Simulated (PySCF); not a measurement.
## Two-component Hartree-Fock for Ag (silver, neutral)

Start: [Kr] 4d10 5s1; 5s1/2 filled at m_j = +1/2. Calculated with PySCF 2.14 in x2c-SVPall-2c (6s8p6d1f, 67 functions): generalised Hartree-Fock with the X2C-1e Hamiltonian and a Gaussian nucleus; one run each with spin-orbit coupling (SO) switched off, then screened by Boettger's factors.

| spinor shell | electrons | ε, spin-free (eV) | ε, screened SO (eV) | weight of nominal j (screened SO) | rms radius, screened SO (bohr) |
| --- | --- | --- | --- | --- | --- |
| 1s1/2 | 2 | -25641.6 | -25639.8 | 1.000 | 0.0357 |
| 2s1/2 | 2 | -3860.4 | -3859.9 | 1.000 | 0.146 |
| 2p1/2 | 2 | -3456.8 | -3578.3 | 1.000 | 0.127 |
| 2p3/2 | 4 | -3456.8 | -3400.6 | 1.000 | 0.131 |
| 3s1/2 | 2 | -744.48 | -744.36 | 1.000 | 0.392 |
| 3p1/2 | 2 | -608.34 | -630.55 | 1.000 | 0.387 |
| 3p3/2 | 4 | -608.34 | -598.04 | 1.000 | 0.398 |
| 3d3/2 | 4 | -393.98 | -397.75 | 1.000 | 0.374 |
| 3d5/2 | 6 | -393.98 | -391.38 | 1.000 | 0.377 |
| 4s1/2 | 2 | -116.24 | -116.22 | 1.000 | 0.981 |
| 4p1/2 | 2 | -74.617 | -78.337 | 1.000 | 1.06 |
| 4p3/2 | 4 | -74.617 | -72.904 | 1.000 | 1.09 |
| 4d3/2 | 4 | -13.977 | -14.389 | 0.998 | 1.52 |
| 4d5/2 | 6 | -13.977 | -13.708 | 0.999 | 1.54 |
| 5s1/2 | 1 | -6.466 | -6.469 | 1.000 | 3.71 |

```json
{"quantity": "E (hartree)", "spin-free": "-5311.85482", "screened SO": "-5312.81077"}
{"quantity": "M_J", "spin-free": "1/2", "screened SO": "1/2"}
{"quantity": "⟨J²⟩", "spin-free": "0.752", "screened SO": "0.752"}
{"quantity": "⟨L²⟩", "spin-free": "0.000", "screened SO": "0.015"}
{"quantity": "⟨S²⟩", "spin-free": "0.752", "screened SO": "0.767"}
```

Breit and QED terms are absent; they matter most for the inner s and p1/2 levels.

Densities and radii are taken from the X2C orbitals without a picture-change correction, which distorts them close to the nucleus.

Without spin-orbit coupling the j labels of p, d and f shells carry no meaning; the spin-free column gives the mean over the occupied spinors of each nl shell.
